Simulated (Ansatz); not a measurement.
`C[O][Al]([F])[O][SiH3]` + `COCN` → `COC(N)[SiH3]` + `C[O][Al]([OH])[F]`  (formal exchange of groups at the Si–O bond)

Isolated molecules relaxed with PBE0-D4/def2-TZVP in Ansatz; ΔE leaves out vibrations. CCSD(T)/CBS is the MP2 limit (def2-TZVPP, def2-QZVPP) plus CCSD(T) − MP2 in def2-TZVPP, frozen cores. This one scheme is used for every species. Functionals use def2-TZVPP. B3LYP here is the variant with VWN-RPA as its local correlation; programs differ in this. Each species was taken in one conformer, which may not be the lowest.

```
             level  ΔE (kJ/mol)  difference from CCSD(T)/CBS
            PBE-D4        118.5                        -18.5
         r2SCAN-D4        135.3                         -1.7
           PBE0-D4        128.7                         -8.3
          B3LYP-D4        137.2                          0.2
           ωB97X-V        136.1                         -0.9
           ωB97M-V        134.4                         -2.6
            B2PLYP        142.5                          5.5
               PBE        121.3                        -15.7
            r2SCAN        135.9                         -1.1
              PBE0        131.0                         -6.0
             B3LYP        141.6                          4.6
     HF/def2-TZVPP        169.8                         32.8
    MP2/def2-TZVPP        140.0                          3.0
SCS-MP2/def2-TZVPP        145.6                          8.6
   CCSD/def2-TZVPP        143.5                          6.5
CCSD(T)/def2-TZVPP        138.8                          1.8
     HF/def2-QZVPP        171.7                         34.7
    MP2/def2-QZVPP        139.6                          2.6
SCS-MP2/def2-QZVPP        145.2                          8.2
      HF/CBS(def2)        172.0                         35.0
     MP2/CBS(def2)        138.2                          1.2
    CCSD/CBS(def2)        141.7                          4.7
       CCSD(T)/CBS        137.0                            0
```

Largest T1 diagnostic among the species: 0.012.

In def2-TZVPP, CCSD(T) changes the Hartree–Fock value by −31.0 kJ/mol (the triples alone add −4.7 kJ/mol) and MP2 by −29.8 kJ/mol. The D4 term adds −4.5 kJ/mol with B3LYP and −2.3 kJ/mol with PBE0; it sums over pairs of atoms, weighted by their polarisabilities, and B3LYP, whose exchange is more repulsive, gets the larger term. From PBE to PBE0 (25 % exact exchange), in def2-TZVPP and without D4, ΔE moves by +9.7 kJ/mol.
